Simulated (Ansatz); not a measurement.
Molecule: GeO2, charge 1, multiplicity 2. 
Geometry from a B3LYP-D3(BJ)/def2-TZVP (Ansatz, a quantum-chemistry and plane-wave program) optimisation:
```xyz
3

Ge     0.0000     0.0000     0.0000
O      0.0000     0.0000    -1.6521
O      0.0000     0.0000     1.6521
```
Charge +1, spin multiplicity 2.

Basis-set convergence of Hartree-Fock and MP2 correlation energies (hartree) with Ansatz. Valence correlation only, unless marked. Open shells are spin-unrestricted. No spin-orbit coupling. Frozen are the shells of the preceding noble gas and the d and f shells that filled before the atom's block. Non-relativistic.

The T1 diagnostic of CCSD in the largest basis is 0.063, which is high, so the coupled-cluster rows are less sure than usual.

```json
[
 {"basis": "cc-pVDZ", "functions": "55", "E(HF)": "-2224.59855", "E(corr, MP2)": "-0.42077"},
 {"basis": "cc-pVTZ", "functions": "103", "E(HF)": "-2224.73373", "E(corr, MP2)": "-0.52412"},
 {"basis": "cc-pVQZ", "functions": "178", "E(HF)": "-2224.74935", "E(corr, MP2)": "-0.56243"}
]
```

Extrapolating the two largest sets (X = 3 and 4) as X^-3: E(corr) = (64·(-0.56243) - 27·(-0.52412))/37 = -0.5904 Eh, an estimate of the basis-set limit. The largest set recovers 95.3 % of it, the smallest 71.3 %.
